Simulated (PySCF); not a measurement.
Compound: pyridine-N-oxide, C5H5NO.
SMILES with atom numbers: `[O-:1][n+:2]1[cH:3][cH:4][cH:5][cH:6][cH:7]1` (hydrogens: H8 on C3; H9 on C4; H10 on C5; H11 on C6; H12 on C7)

Structure used (PBE0-D3(BJ)/def2-TZVP), in Å, numbered top down from 1:
```
atom  x, y, z in Å
O1     2.356   -0.871   -0.717
N2     1.220   -0.452   -0.371
C3     0.225   -1.321   -0.041
C4    -1.020   -0.878    0.339
C5    -1.297    0.479    0.394
C6    -0.280    1.358    0.055
C7     0.955    0.883   -0.319
H8     0.516   -2.359   -0.109
H9    -1.772   -1.616    0.591
H10   -2.273    0.840    0.691
H11   -0.432    2.430    0.078
H12    1.795    1.503   -0.597
```

All values: wB97X-D/pcSseg-2 (PySCF, non-relativistic), on one gas-phase PBE0-D3(BJ)/def2-TZVP geometry that isn't relaxed in the solvent. The solvent is an IEF-PCM continuum (Bondi radii, 1.10 Å for H, scaled by 1.2). Only the electrostatic response of the medium enters.

Gas phase at wB97X-D/pcSseg-2: HOMO -8.12 eV, LUMO 0.40 eV, dipole 4.30 D.

Task: What does the continuum do to the energy, the frontier levels and the dipole at wB97X-D/pcSseg-2 in chloroform?

Result: 
```tsv
solvent	ε	E(solvent) − E(gas) (kcal/mol)	polarisation term (kcal/mol)	distortion of the solute (kcal/mol)	HOMO (eV)	LUMO (eV)	dipole (D)
chloroform	4.711	-6.45	-7.75	1.30	-8.24	0.46	5.66
```

The polarisation term is half the interaction of the solute with the surface charges that it induces; the rest is the cost of distorting the solute's density. The sum is the electrostatic part of solvation alone.

Task: Which radius a makes the point-dipole formula ΔE = −[(ε − 1)/(2ε + 1)]·μ²/a³ give the value in chloroform, with the gas-phase dipole?

Result: μ = 1.693 au and |ΔE| = 0.01028 Eh give a = 2.45 Å; the farthest nucleus lies 2.61 Å from the centroid of the nuclei, so such a sphere wouldn't even hold the nuclei. The formula assumes a rigid point dipole at the centre of a sphere.

Task: Give the dipole vector in the frame of the coordinates (D, pointing from negative to positive charge), gas and chloroform.

Result: Gas (-3.88, 1.43, 1.18), solvent (-5.11, 1.89, 1.55). Its length changes by +32 % and its direction by less than 1°.

Time: 55 s wall; peak memory 1.5 GiB. Hardware: one thread of an Arm Neoverse V1, on a shared host. This is the whole shielding run at wB97X-D/pcSseg-2 in chloroform, SCF included.

The pairwise dispersion term of wB97X-D wasn't added to the energies; at a given geometry it leaves orbitals and properties as they are.
